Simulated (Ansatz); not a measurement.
Geometry optimisation, Ansatz, RHF/def2-SVP.

input.yaml

```yaml
crystal:
  periodic: [false, false, false]
  atoms:
    - { symbol: O, position_ang: [-1.46732, -0.18589, 0.86775] }
    - { symbol: B, position_ang: [-0.32358, -0.09414, 0.22606] }
    - { symbol: Si, position_ang: [1.00952, -1.54241, 0.39633] }
    - { symbol: Ga, position_ang: [-0.18488, 1.74171, -0.93563] }
    - { symbol: Cl, position_ang: [-1.97727, 2.88955, -0.71107] }
    - { symbol: H, position_ang: [-2.13283, 0.51526, 0.79081] }
    - { symbol: H, position_ang: [2.29578, -1.04045, 0.91055] }
    - { symbol: H, position_ang: [1.30498, -2.15879, -0.90952] }
    - { symbol: H, position_ang: [0.59205, -2.62973, 1.28793] }
    - { symbol: H, position_ang: [0.88354, 2.50488, -1.92321] }
basis:
  gaussian: { orbitals: def2-SVP }
hamiltonian:
  xc: hf
relax:
  f_tol: 0.02
  max_steps: 50
```

Run as:

```bash
$ ansatz run input.yaml --threads 2 --pin off --max-ram 3072MiB --backend cpu --events-out ev --progress --plain --runs-dir out
```

**Question.** Where does it end, and by what steps?

**Answer.** It converged. After 6 steps the energy has fallen by 0.193 eV; H10 moved furthest, 0.07 Å.

| step | energy less start (eV) | largest force component (eV/Å) | accepted |
| --- | --- | --- | --- |
| 0 | 0.0000 | 2.026 | yes |
| 1 | -0.1706 | 0.498 | yes |
| 2 | -0.1854 | 0.265 | yes |
| 3 | -0.1907 | 0.165 | yes |
| 4 | -0.1920 | 0.101 | yes |
| 5 | -0.1930 | 0.020 | yes |
| 6 | -0.1930 | 0.005 | yes |

```xyz
10
Properties=species:S:1:pos:R:3
O -1.517 -0.170 0.882
B -0.355 -0.066 0.224
Si 1.033 -1.571 0.401
Ga -0.144 1.738 -0.955
Cl -2.015 2.888 -0.681
H -2.122 0.553 0.763
H 2.312 -1.004 0.911
H 1.313 -2.140 -0.947
H 0.606 -2.670 1.302
H 0.888 2.441 -1.899
```

Whether the end is a true minimum wasn't checked by a vibrational analysis.

The run took 11 s on 2 threads of Intel(R) Xeon(R) 6975P-C (Granite Rapids), on a shared host, peak memory 0.31 GiB.
